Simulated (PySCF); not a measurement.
C5H11Br, SMILES BrCC(C)(C)C, singlet, GFN2-xTB optimised geometry.

```
17

C      1.37    -0.10     0.00
C     -0.16    -0.10     0.00
C     -0.67    -0.84    -1.24
C     -0.67     1.34     0.00
C     -0.60    -0.83     1.27
Br    -2.54    -0.94     1.48
H      1.74     0.40    -0.89
H      1.76     0.42     0.87
H      1.76    -1.12     0.01
H     -0.32    -0.35    -2.14
H     -1.76    -0.85    -1.26
H     -0.32    -1.87    -1.25
H     -0.32     1.86    -0.88
H     -0.32     1.87     0.88
H     -1.76     1.36    -0.01
H     -0.25    -1.86     1.28
H     -0.24    -0.31     2.16
```

Density from PBE0/def2-SVP (PySCF 2.14.0) at that geometry.

Minimum of the electron density along straight lines between bonded atoms, close to the bond critical point (lines longer than 1.1 times the sum of covalent radii, or with two minima, are not listed):

```tsv
bond	length / Å	ρ at the minimum / e bohr⁻³	∇²ρ there / e bohr⁻⁵	position (fraction from the first atom)
C1–C2	1.534	0.241	-0.54	0.50
C2–C3	1.529	0.244	-0.55	0.50
C2–C4	1.529	0.244	-0.55	0.50
C2–C5	1.528	0.246	-0.56	0.48
C5–Br6	1.953	0.145	(withheld)	0.44
C1–H7	1.087	0.277	-1.01	0.62
C1–H8	1.088	0.276	-1.01	0.62
C1–H9	1.088	0.276	-1.00	0.62
C3–H10	1.087	0.276	-1.01	0.62
C3–H11	1.088	0.278	-1.03	0.63
C3–H12	1.089	0.275	-1.00	0.62
C4–H13	1.087	0.276	-1.00	0.62
C4–H14	1.089	0.275	-1.00	0.62
C4–H15	1.088	0.277	-1.03	0.63
C5–H16	1.090	0.282	-1.08	0.64
C5–H17	1.090	0.282	-1.08	0.64
```

Problem. What belongs in the gaps?

Solution. 
- C5–Br6, ∇²ρ there / e bohr⁻⁵: -0.15
